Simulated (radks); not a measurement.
The numbers below are computed, except where a source is named.
Excited configurations of the praseodymium ion Pr+: one electron is placed in a higher orbital outside [Xe] 4f3. The ground configuration is [Xe] 4f3 6s1. Level of theory: Dirac Kohn-Sham, PBE, spin-unpolarised, spherical densities, finite nucleus; open shells fill j = l - 1/2 first; Fermi nuclear charge, rms radius 4.8919 fm (a radial shooting solver on a logarithmic mesh with Libxc functionals). Excitation = E - E(ground); binding = E(ion) - E, where the ion is the core of charge +2; n* = 2/sqrt(2 binding) in atomic units, and the quantum defect is n - n*.

outer orbital	excitation (eV)	binding (eV)	n*	quantum defect	<r> (bohr)
5d3/2	0.828	9.788	2.358	2.642	3.031
5f5/2	7.114	3.502	3.942	1.058	8.722
6p1/2	2.697	7.920	2.621	3.379	4.974
6d3/2	5.979	4.638	3.426	2.574	7.709
6f5/2	8.251	2.365	4.797	1.203	14.85
7s1/2	5.406	5.210	3.232	3.768	8.181
7p1/2	6.338	4.278	3.567	3.433	9.538
7d3/2	7.755	2.861	4.361	2.639	13.46
7f5/2	8.927	1.689	5.676	1.324	22.32

The Delta-SCF ionisation energy is 10.616 eV (NIST Atomic Spectra Database: 10.63 eV, semi-empirical). Self-interaction in the functional shifts the binding energies and quantum defects, so they are the method's values and not measured ones. Spin polarisation and multiplet splitting are left out, so open shells lie too high by an amount that depends on their filling.

Beside tabulated values, note that spin-unpolarised runs miss the spin-polarisation part of the exchange energy of open shells.
